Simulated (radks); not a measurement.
The rubidium ion Rb0.25+, configuration [Ar] 3d10 4s2 5s(up 0.5, down 0.5) 4p(up 3, down 2.75) (fractional occupations, a model configuration). Method: scalar-relativistic Kohn-Sham, BLYP, spin-polarised, spherical densities, finite nucleus; Fermi nuclear charge, rms radius 4.2036 fm; computed with a radial shooting solver on a logarithmic mesh with Libxc functionals.

Normalised radial functions P(r) = r R(r), r in bohr:

r	4s up	4s down	4p down
0.004442	0.0850	0.0850	0.0039
0.005171	0.0956	0.0956	0.0051
0.00602	0.1069	0.1069	0.0067
0.006952	0.1182	0.1183	0.0087
0.008093	0.1306	0.1306	0.0114
0.009347	0.1423	0.1424	0.0148
0.01088	0.1543	0.1543	0.0193
0.01257	0.1646	0.1647	0.0247
0.01463	0.1737	0.1738	0.0319
0.0169	0.1796	0.1796	0.0405
0.01967	0.1816	0.1817	0.0518
0.0229	0.1779	0.1780	0.0656
0.02644	0.1676	0.1677	0.0813
0.03079	0.1479	0.1480	0.1010
0.03555	0.1196	0.1196	0.1224
0.04139	0.0785	0.0786	0.1476
0.0478	0.0290	0.0290	0.1732
0.05565	-0.0334	-0.0334	0.2005
0.06427	-0.0992	-0.0993	0.2244
0.07482	-0.1706	-0.1707	0.2445
0.0871	-0.2361	-0.2362	0.2548
0.1006	-0.2832	-0.2833	0.2511
0.1171	-0.3061	-0.3062	0.2279
0.1352	-0.2925	-0.2926	0.1837
0.1574	-0.2331	-0.2332	0.1117
0.1818	-0.1330	-0.1330	0.0208
0.2117	0.0116	0.0117	-0.0925
0.2445	0.1686	0.1687	-0.2050
0.2846	0.3275	0.3276	-0.3123
0.3313	0.4448	0.4449	-0.3870
0.3826	0.4866	0.4868	-0.4095
0.4454	0.4352	0.4353	-0.3683
0.5144	0.2914	0.2913	-0.2636
0.5989	0.0551	0.0548	-0.0913
0.6916	-0.2162	-0.2166	0.1130
0.8052	-0.5056	-0.5060	0.3443
0.9299	-0.7370	-0.7373	0.5490
1.083	-0.8973	-0.8973	0.7202
1.26	-0.9500	-0.9495	0.8226
1.455	-0.9015	-0.9010	0.8459
1.694	-0.7698	-0.7694	0.7966
1.957	-0.6032	-0.6032	0.6957
2.278	-0.4219	-0.4223	0.5567
2.631	-0.2724	-0.2731	0.4177
3.063	-0.1536	-0.1543	0.2836
3.537	-0.0794	-0.0800	0.1803
4.118	-0.0345	-0.0349	0.1011
4.794	-0.0128	-0.0130	0.0504
5.536	-0.0042	-0.0043	0.0231
6.445	-0.0011	-0.0011	0.0087
7.443	-0.0002	-0.0002	0.0029
8.665	0.0000	0.0000	0.0008
10.01	0.0000	0.0000	0.0002
11.65	0.0000	0.0000	0.0000
13.45	0.0000	0.0000	0.0000
15.66	0.0000	0.0000	0.0000

4s up: eigenvalue -34.418 eV, 3 radial nodes at r = 0.0514, 0.209, 0.617 bohr, <r> = 1.45 bohr, 90 % of the charge inside 2.13 bohr. 4s down: eigenvalue -34.200 eV, 3 radial nodes at r = 0.0514, 0.209, 0.617 bohr, <r> = 1.45 bohr, 90 % of the charge inside 2.14 bohr. 4p down: eigenvalue -18.105 eV, 2 radial nodes at r = 0.187, 0.640 bohr, <r> = 1.71 bohr, 90 % of the charge inside 2.60 bohr.
